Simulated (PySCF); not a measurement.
Exercise with solution: refractive index and permittivity of the vapour

Ga(H)2(NH2) (GaH4N), SMILES [NH2][GaH2].

Geometry: B3LYP-D3(BJ)/def2-TZVP.

PySCF with HF/def2-TZVPD gives a mean static polarisability of 37.3 bohr³ and a dipole moment of 0.55 D. Take an ideal gas at 298.15 K and 1 bar, whether or not the substance is that volatile.

Problem. Work out n − 1 in the optical limit and the static ε − 1.

Solution. 
Polarisability volume α' = 37.3 × 0.148185 = 5.53 Å³. Number density N = p/kT = 2.43e-5 Å⁻³.
Dilute limit of Lorentz–Lorenz: n − 1 = 2π N α' = 0.00084.
Orientation term of Debye: μ²/(3kT) = 8.098 Å³ × μ²(D²) = 2.45 Å³.
ε − 1 = 4π N (α' + μ²/3kT) = 0.0024. Orientation of the dipole supplies 31 % of the static response; it can't follow optical fields. Vibrational polarisation and dispersion are left out.
